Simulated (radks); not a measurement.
Ni+, configuration [Ar] 3d9 (the NIST ground configuration).

All-electron calculation, Dirac Kohn-Sham, PBE, spin-unpolarised, spherical densities, point nucleus; open shells fill j = l - 1/2 first. Program: a radial shooting solver on a logarithmic mesh with Libxc functionals.

Energy parts (eV):
part                      energy
total                 -41370.831
kinetic                42039.220
electron-nucleus      -99300.525
Hartree                17614.467
exchange-correlation   -1723.994

Orbitals (lengths in bohr, moments of r in powers of bohr; <r^-3> diverges for s and p1/2):
orbital  occ.  eigenvalue (eV)     <r^2>      <r>       <r^4>  <r^-3>  small-component weight
1s1/2       2        -8213.574  0.003935  0.05409  0.00003983       -                1.02e-02
2s1/2       2        -984.0166   0.07073   0.2447    0.008720       -                1.91e-03
2p1/2       2        -858.6951   0.05582   0.2131    0.006338       -                1.89e-03
2p3/2       4        -841.2035   0.05739   0.2163    0.006664   607.1                1.86e-03
3s1/2       2        -114.2880    0.6400   0.7438      0.6717       -                4.16e-04
3p1/2       2         -76.2532    0.7172   0.7783      0.9205       -                3.70e-04
3p3/2       4         -74.0806    0.7367   0.7888      0.9725   75.92                3.62e-04
3d3/2       4         -13.0868     1.569    1.068       7.694   6.560                2.25e-04
3d5/2       5         -12.8658     1.599    1.077       8.017   6.397                2.22e-04

The highest occupied level is 3d5/2 at -12.866 eV. The density falls to 0.001 e/bohr^3 at r = 3.38 bohr.
